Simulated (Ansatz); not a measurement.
`[F][SbH][AlH2]` + H–F → `[F][SbH][F]` + `[AlH3]`  (cleavage of the Sb–Al bond)

Calculated with Ansatz (gas phase, PBE0-D4/def2-TZVP geometries, no zero-point term in ΔE). CCSD(T)/CBS adds triple-zeta CCSD(T) − MP2 to the extrapolated MP2 energy (def2 sets, frozen cores). This one scheme is used for every species. Elements past krypton have def2 core potentials. For Sb outer-core shells are correlated without core-valence functions, which leaves a few kJ/mol of doubt a bond.

| species | CCSD(T)/CBS(def2) energy (Eh) |
| --- | --- |
| `[F][SbH][AlH2]` | -583.62706 |
| H–F | -100.39570 |
| `[F][SbH][F]` | -440.24478 |
| `[AlH3]` | -243.78045 |

Q: Work out ΔE.

A: ΔE = (-440.24478) + (-243.78045) − (-583.62706) − (-100.39570) = -0.00247 Eh = -0.07 eV.

Largest T1 diagnostic among the species: 0.015.

In def2-TZVPP, CCSD(T) changes the Hartree–Fock value by +0.19 eV (the triples alone add +0.01 eV) and MP2 by +0.21 eV. The D4 term adds +0.05 eV with B3LYP and +0.03 eV with PBE0; it sums over pairs of atoms, weighted by their polarisabilities, and B3LYP, whose exchange is more repulsive, gets the larger term. Leaving LDA and LC-ωPBE aside and taking each functional with its dispersion term where it has one, the values, not all of them listed here, spread over 0.47 eV, from B97M-V to HSE06-D4. LDA lies +0.11 eV from PBE without D4.

B3LYP here is the variant with VWN-RPA as its local correlation; programs differ in this.
